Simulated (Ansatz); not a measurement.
Two isomers of C2H6OSSi: A = `CC(=S)[SiH2]O`, B = `SC1CO[SiH2]1`.

Program: Ansatz. Geometries: PBE0-D4/def2-TZVP. ΔE: electronic, gas phase. CCSD(T)/CBS adds triple-zeta CCSD(T) − MP2 to the extrapolated MP2 energy (def2 sets, frozen cores). DFT in def2-TZVPP. B3LYP here is the variant with VWN-RPA as its local correlation; programs differ in this. Each species was taken in one conformer, which may not be the lowest.

Task: Which is lower in electronic energy at CCSD(T)/CBS, and by how much? (An estimate is asked.)

Result: The calculation gave: A, by 18.1 kcal/mol.

Task: Give E(B) − E(A) in kcal/mol with r2SCAN-D4, PBE-D4, CCSD/def2-TZVPP, B3LYP, B2PLYP, B3LYP-D4, HF/def2-TZVPP. (An estimate is asked.)

Result: Ansatz gave: r2SCAN-D4 17.9, PBE-D4 17.0, CCSD/def2-TZVPP 16.6, B3LYP 19.5, B2PLYP 19.3, B3LYP-D4 19.3, HF/def2-TZVPP 17.2. None reverses the order clearly.

Largest T1 diagnostic: 0.015.

From PBE to PBE0 (25 % exact exchange), in def2-TZVPP and without D4, E(B) − E(A) moves by −2.4 kcal/mol.
